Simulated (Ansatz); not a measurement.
`C[O][SnH]([F])[Cl]` + NH₃ → `C[O][SnH]([NH2])[F]` + HCl at 400 K and 1 bar (ligand exchange at the Sn–Cl bond).

Program: Ansatz. Geometries: PBE0-D4/def2-TZVP. ΔE: electronic, gas phase. CBS: MP2 limit from def2 TZ/QZ plus the TZ coupled-cluster correction, frozen cores. This one scheme is used for every species. def2 core potentials past Kr. For Sn outer-core shells are correlated without core-valence functions, which leaves a few kJ/mol of doubt a bond. Each species was taken in one conformer, which may not be the lowest.

| species | CCSD(T)/CBS energy (Eh) | H − E (kJ/mol) | S (J/(mol·K)) |
| --- | --- | --- | --- |
| `C[O][SnH]([F])[Cl]` | -889.30712 | 171.0 | 417.1 |
| NH₃ | -56.50880 | 104.2 | 203.1 |
| `C[O][SnH]([NH2])[F]` | -485.40098 | 237.1 | 432.3 |
| HCl | -460.38127 | 29.6 | 195.4 |

H − E and S are ideal-gas, rigid-rotor, harmonic terms from PBE0-D4/def2-TZVP, for one conformer and one mirror image of each species. 1 Eh = 2625.50 kJ/mol, R = 8.31446 J/(mol·K).

**Question.** By hand: ΔE, ΔH, ΔS and ΔG.

**Answer.** ΔE = (-485.40098) + (-460.38127) − (-889.30712) − (-56.50880) = 0.03367 Eh = 88.4 kJ/mol. Δ(H − E) = 237.1 + 29.6 − 171.0 − 104.2 = -8.5, so ΔH = 79.9 kJ/mol. ΔS = 432.3 + 195.4 − 417.1 − 203.1 = 7.5 J/(mol·K). ΔG = 79.9 − 400 × (7.5)/1000 = 76.9 kJ/mol.

**Question.** By hand: the equilibrium constant, and the temperature at which ΔG would vanish if ΔH and ΔS stayed fixed.

**Answer.** log₁₀ K = −ΔG/(RT ln 10) = -10.0. ΔG = 0 at ΔH/ΔS = 10653 K, far beyond where these terms or the molecules hold.

The number of gas molecules stays the same, so ΔS is small and ΔH decides. A doubt of 5 kJ/mol in ΔE shifts log₁₀ K by 0.7 here. Other conformers and mirror images would add mixing entropy, several J/(mol·K) or more a flexible species. Modes under 60 cm⁻¹, often nearly free rotors, make the harmonic entropy too high. These are equilibria of isolated gas molecules and say nothing of rates. Largest T1 diagnostic: 0.014 (customary marks: 0.02 for closed shells, 0.045 for open ones).
